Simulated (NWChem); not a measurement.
System: GaSiH5O; SMILES [SiH3][O][GaH2]

The following NWChem deck was run.

```
start job
memory heap 200 mb stack 900 mb global 1100 mb
geometry units angstroms noautoz
  Ga     0.049923    -1.215301    -0.016596
  H     -1.479317    -1.451373    -0.243396
  H      1.209796    -2.244299     0.139646
  O      0.576536     0.488550     0.082133
  Si     0.037347     2.049184     0.024982
  H      0.349999     2.746636     1.309803
  H     -1.444989     2.111187    -0.195314
  H      0.708512     2.782428    -1.091584
end
basis spherical
  * library cc-pvdz
end
dft
  xc xpbe96 cpbe96
  iterations 150
  mulliken
end
task dft gradient
```

Parts of the log:

```
             Northwest Computational Chemistry Package (NWChem) 7.3.0
             --------------------------------------------------------

 C1  symmetry detected

                             Geometry "geometry" -> ""
                             -------------------------

 Output coordinates in angstroms (scale by  1.889725989 to convert to a.u.)

  No.       Tag          Charge          X              Y              Z
 ---- ---------------- ---------- -------------- -------------- --------------
    1 Ga                  31.0000    -0.03722670    -1.19664396     0.00003286
    2 H                    1.0000    -1.57910991    -1.45805867    -0.00127705
    3 H                    1.0000     1.14976638    -2.20639625     0.00128366
    4 O                    8.0000     0.47011340     0.51589296    -0.00041929
    5 Si                  14.0000    -0.09719515     2.06757922     0.00010068
    6 H                    1.0000     0.38530514     2.78908693     1.21730060
    7 H                    1.0000    -1.59661763     2.10494572    -0.00543709
    8 H                    1.0000     0.39450853     2.79313246    -1.21094385

 Effective nuclear repulsion energy (a.u.)     240.9029182210

  pbe96 is a nonlocal functional; adding pw91lda local functional.

                                 NWChem DFT Module
                                 -----------------

 Summary of "ao basis" -> "ao basis" (spherical)
 ------------------------------------------------------------------------------
       Tag                 Description            Shells   Functions and Types
 ---------------- ------------------------------  ------  ---------------------
 Ga                         cc-pvdz                 11       27   5s4p2d
 H                          cc-pvdz                  3        5   2s1p
 O                          cc-pvdz                  6       14   3s2p1d
 Si                         cc-pvdz                  8       18   4s3p1d

            General Information
            -------------------
          SCF calculation type: DFT
          Wavefunction type:  closed shell.
          No. of atoms     :     8
          No. of electrons :    58
           Alpha electrons :    29
            Beta electrons :    29
          Charge           :     0
          Spin multiplicity:     1
          Use of symmetry is: off; symmetry adaption is: off
          Maximum number of iterations: 150
          AO basis - number of functions:    84
                     number of shells:    40
          Convergence on energy requested:  1.00D-06
          Convergence on density requested:  1.00D-05
          Convergence on gradient requested:  5.00D-04

              XC Information
              --------------
          PerdewBurkeErnzerhof Exchange Functional  1.000
            Perdew 1991 LDA Correlation Functional  1.000 local
           PerdewBurkeErnz. Correlation Functional  1.000 non-local

             Grid Information
             ----------------
          Grid used for XC integration:  medium
          Radial quadrature: Mura-Knowles
          Angular quadrature: Lebedev.
          Tag              B.-S. Rad. Rad. Pts. Rad. Cut. Ang. Pts.
          ---              ---------- --------- --------- ---------
          Ga                  1.30      112          11.0       590
          H                   0.35       45          12.0       434
          O                   0.60       49           8.0       434
          Si                  1.10       88          11.0       590
          Grid pruning is: on
          Number of quadrature shells:   474
          Spatial weights used:  Erf1

      Superposition of Atomic Density Guess
      -------------------------------------

 Sum of atomic energies:       -2289.28918841

      Non-variational initial energy
      ------------------------------

 Total energy =   -2289.948704
 1-e energy   =   -3670.078678
 2-e energy   =    1139.227055
 HOMO         =      -0.351597
 LUMO         =       0.001153

     ---------------------------------------------
      Total Density - Mulliken Population Analysis
     ---------------------------------------------

    Atom       Charge   Shell Charges
 -----------   ------   -------------------------------------------------------
    1 Ga  31    30.07   2.00  2.00  2.01  0.74  0.40  6.00  6.00  0.60  0.26  9.94  0.12
    2 H    1     1.13   0.67  0.46  0.01
    3 H    1     1.14   0.67  0.45  0.01
    4 O    8     9.09   2.00  0.87  0.94  3.15  2.12  0.00
    5 Si  14    13.32   2.00  2.01  0.74  0.44  6.00  1.18  0.71  0.23
    6 H    1     1.08   0.69  0.38  0.01
    7 H    1     1.09   0.69  0.38  0.01
    8 H    1     1.08   0.69  0.38  0.01

   convergence    iter        energy       DeltaE   RMS-Dens  Diis-err
 ---------------- ----- ----------------- --------- --------- ---------
 d= 0,ls=0.0,diis     1  -2291.9401561057 -2.53D+03  2.40D-02  7.73D-01
 d= 0,ls=0.0,diis     2  -2291.1163175203  8.24D-01  1.84D-02  7.89D+00
 d= 0,ls=0.0,diis     3  -2292.0309585992 -9.15D-01  2.60D-03  3.68D-02
 d= 0,ls=0.0,diis     4  -2292.0352133286 -4.25D-03  8.98D-04  7.43D-03
 d= 0,ls=0.0,diis     5  -2292.0363281619 -1.11D-03  1.64D-04  2.32D-04
  Resetting Diis
 d= 0,ls=0.0,diis     6  -2292.0363612656 -3.31D-05  2.58D-05  7.58D-06
 d= 0,ls=0.0,diis     7  -2292.0363622616 -9.96D-07  2.28D-05  6.78D-07
 d= 0,ls=0.0,diis     8  -2292.0363618546  4.07D-07  1.38D-05  4.59D-06
 d= 0,ls=0.0,diis     9  -2292.0363623585 -5.04D-07  2.33D-06  5.40D-08

         Total DFT energy =    -2292.036362358528
      One electron energy =    -3670.724951934858
           Coulomb energy =     1243.613184926257
    Exchange-Corr. energy =     -105.827513570948
 Nuclear repulsion energy =      240.902918221021

 Numeric. integr. density =       58.000014047357

                       DFT Final Molecular Orbital Analysis
                       ------------------------------------

 Vector   27  Occ=2.000000D+00  E=-2.848940D-01
              MO Center= -1.5D-01, -2.7D-01, -1.6D-03, r^2= 6.2D+00
   Bfn.  Coefficient  Atom+Function         Bfn.  Coefficient  Atom+Function
  ----- ------------  ---------------      ----- ------------  ---------------
    33      0.284520  3 H  s                 12      0.238052  1 Ga px
    28     -0.231944  2 H  s                 75      0.214430  7 H  s
    59     -0.169449  5 Si px                34      0.157619  3 H  s
    76      0.129689  7 H  s                 29     -0.125570  2 H  s
    13     -0.122568  1 Ga py                80     -0.121361  8 H  s

 Vector   28  Occ=2.000000D+00  E=-2.584024D-01
              MO Center=  3.5D-01,  1.5D+00,  2.4D-03, r^2= 2.9D+00
   Bfn.  Coefficient  Atom+Function         Bfn.  Coefficient  Atom+Function
  ----- ------------  ---------------      ----- ------------  ---------------
    43      0.449663  4 O  pz                46      0.326303  4 O  pz
    70     -0.242024  6 H  s                 80      0.241212  8 H  s
    71     -0.190266  6 H  s                 81      0.189627  8 H  s
    61     -0.176737  5 Si pz                14      0.120225  1 Ga pz
    66     -0.102093  5 Si d -1              17      0.087898  1 Ga pz

 Vector   29  Occ=2.000000D+00  E=-2.470318D-01
              MO Center= -1.6D-01,  4.6D-01, -1.5D-03, r^2= 3.8D+00
   Bfn.  Coefficient  Atom+Function         Bfn.  Coefficient  Atom+Function
  ----- ------------  ---------------      ----- ------------  ---------------
    41      0.458625  4 O  px                44      0.332500  4 O  px
    75      0.222377  7 H  s                 76      0.204219  7 H  s
    28      0.199678  2 H  s                 29      0.182920  2 H  s
    33     -0.133731  3 H  s                 34     -0.129551  3 H  s
    59     -0.119567  5 Si px                12     -0.115997  1 Ga px

 Vector   30  Occ=0.000000D+00  E=-7.949820D-02
              MO Center= -3.8D-02, -1.2D+00,  5.8D-04, r^2= 3.6D+00
   Bfn.  Coefficient  Atom+Function         Bfn.  Coefficient  Atom+Function
  ----- ------------  ---------------      ----- ------------  ---------------
    17      0.622628  1 Ga pz                14      0.490552  1 Ga pz
    43     -0.202171  4 O  pz                46     -0.171057  4 O  pz
    64     -0.126661  5 Si pz                71      0.096005  6 H  s
    81     -0.095320  8 H  s                 24     -0.054084  1 Ga d -1
    66      0.038810  5 Si d -1              19      0.037088  1 Ga d -1

 Vector   31  Occ=0.000000D+00  E=-2.562519D-02
              MO Center= -5.9D-03,  8.0D-02, -3.5D-04, r^2= 5.7D+00
   Bfn.  Coefficient  Atom+Function         Bfn.  Coefficient  Atom+Function
  ----- ------------  ---------------      ----- ------------  ---------------
     5      0.639345  1 Ga s                 40     -0.535360  4 O  s
    29     -0.409704  2 H  s                 63     -0.395449  5 Si py
    16      0.342781  1 Ga py                 4      0.327599  1 Ga s
    34     -0.307229  3 H  s                 62      0.210658  5 Si px
    60     -0.184021  5 Si py                28     -0.170344  2 H  s

 Vector   32  Occ=0.000000D+00  E= 1.314940D-02
              MO Center= -2.4D-01, -1.0D+00,  8.9D-05, r^2= 6.4D+00
   Bfn.  Coefficient  Atom+Function         Bfn.  Coefficient  Atom+Function
  ----- ------------  ---------------      ----- ------------  ---------------
     5      1.085310  1 Ga s                 34     -0.892283  3 H  s
    29     -0.814065  2 H  s                 16     -0.618996  1 Ga py
    55      0.455493  5 Si s                 63      0.452651  5 Si py
     4      0.404210  1 Ga s                 81     -0.298003  8 H  s
    71     -0.296021  6 H  s                 33     -0.219917  3 H  s

     ---------------------------------------------
      Total Density - Mulliken Population Analysis
     ---------------------------------------------

    Atom       Charge   Shell Charges
 -----------   ------   -------------------------------------------------------
    1 Ga  31    30.60   2.00  2.00  2.01  0.89  0.27  6.00  6.00  0.97  0.33  9.87  0.24
    2 H    1     1.06   0.69  0.36  0.01
    3 H    1     1.05   0.69  0.35  0.01
    4 O    8     8.47   2.01  0.82  0.93  2.86  1.84  0.01
    5 Si  14    13.64   2.00  2.03  0.78  0.38  6.01  1.45  0.66  0.32
    6 H    1     1.06   0.72  0.33  0.01
    7 H    1     1.07   0.72  0.34  0.01
    8 H    1     1.06   0.72  0.33  0.01

     -------------------------------------------
      Total Density - Lowdin Population Analysis
     -------------------------------------------

    Atom       Charge   Shell Charges
 -----------   ------   -------------------------------------------------------
    1 Ga  31    30.76   2.00  1.99  1.84  0.74  0.43  6.00  5.90  1.02  0.55  9.74  0.55
    2 H    1     1.07   0.58  0.45  0.03
    3 H    1     1.06   0.58  0.45  0.03
    4 O    8     8.17   1.92  0.82  0.69  2.69  2.04  0.01
    5 Si  14    13.72   2.00  1.81  0.68  0.43  5.92  1.39  0.95  0.54
    6 H    1     1.07   0.62  0.42  0.03
    7 H    1     1.07   0.62  0.42  0.03
    8 H    1     1.07   0.62  0.42  0.03

     Multipole analysis of the density
     ---------------------------------

     L   x y z        total         alpha         beta         nuclear
     -   - - -        -----         -----         ----         -------
     0   0 0 0     -0.000000    -29.000000    -29.000000     58.000000

     1   1 0 0     -0.188117     -0.094058     -0.094058     -0.000000
     1   0 1 0     -0.424317     -0.212159     -0.212159      0.000000
     1   0 0 1      0.000268      0.000134      0.000134      0.000000

     2   2 0 0    -30.017014    -30.385699    -30.385699     30.754384
     2   1 1 0     -0.056756      1.598010      1.598010     -3.252776
     2   1 0 1     -0.002758     -0.004461     -0.004461      0.006164
     2   0 2 0    -28.203412   -252.244752   -252.244752    476.286092
     2   0 1 1      0.000151     -0.000604     -0.000604      0.001358
     2   0 0 2    -26.725106    -18.626731    -18.626731     10.528355

            General Information
            -------------------
          SCF calculation type: DFT
          Wavefunction type:  closed shell.
          No. of atoms     :     8
          No. of electrons :    58
           Alpha electrons :    29
            Beta electrons :    29
          Charge           :     0
          Spin multiplicity:     1
          Use of symmetry is: off; symmetry adaption is: off
          Maximum number of iterations: 150
          AO basis - number of functions:    84
                     number of shells:    40
          Convergence on energy requested:  1.00D-06
          Convergence on density requested:  1.00D-05
          Convergence on gradient requested:  5.00D-04

              XC Information
              --------------
          PerdewBurkeErnzerhof Exchange Functional  1.000
            Perdew 1991 LDA Correlation Functional  1.000 local
           PerdewBurkeErnz. Correlation Functional  1.000 non-local

             Grid Information
             ----------------
          Grid used for XC integration:  medium
          Radial quadrature: Mura-Knowles
          Angular quadrature: Lebedev.
          Tag              B.-S. Rad. Rad. Pts. Rad. Cut. Ang. Pts.
          ---              ---------- --------- --------- ---------
          Ga                  1.30      112          11.0       590
          H                   0.35       45          12.0       434
          O                   0.60       49           8.0       434
          Si                  1.10       88          11.0       590
          Grid pruning is: on
          Number of quadrature shells:   474
          Spatial weights used:  Erf1

          Convergence Information
          -----------------------
          Convergence aids based upon iterative change in
          total energy or number of iterations.
          Levelshifting, if invoked, occurs when the
          HOMO/LUMO gap drops below (HL_TOL):  1.00D-02
          DIIS, if invoked, will attempt to extrapolate
          using up to (NFOCK): 10 stored Fock matrices.

                    Damping( 0%)  Levelshifting(0.5)       DIIS
                  --------------- ------------------- ---------------
          dE  on:    start            ASAP                start
          dE off:    2 iters        150 iters           150 iters

                            NWChem DFT Gradient Module
                            --------------------------

  charge          =   0.00
  wavefunction    = closed shell

                         DFT ENERGY GRADIENTS

    atom               coordinates                        gradient
                 x          y          z           x          y          z
   1 Ga     -0.070348  -2.261329   0.000062    0.005030   0.011613   0.000010
   2 H      -2.984085  -2.755331  -0.002413    0.003261   0.000347  -0.000000
   3 H       2.172743  -4.169484   0.002426   -0.002904   0.001304  -0.000005
   4 O       0.888386   0.974896  -0.000792   -0.014860   0.007249   0.000002
   5 Si     -0.183672   3.907158   0.000190    0.008487  -0.015556  -0.000011
   6 H       0.728121   5.270610   2.300365   -0.002240  -0.002228  -0.004681
   7 H      -3.017170   3.977771  -0.010275    0.005503  -0.000491   0.000020
   8 H       0.745513   5.278255  -2.288352   -0.002277  -0.002238   0.004666
```

Level: PBE/cc-pVDZ. Geometry: optimised at PBE0/def2-SVP.
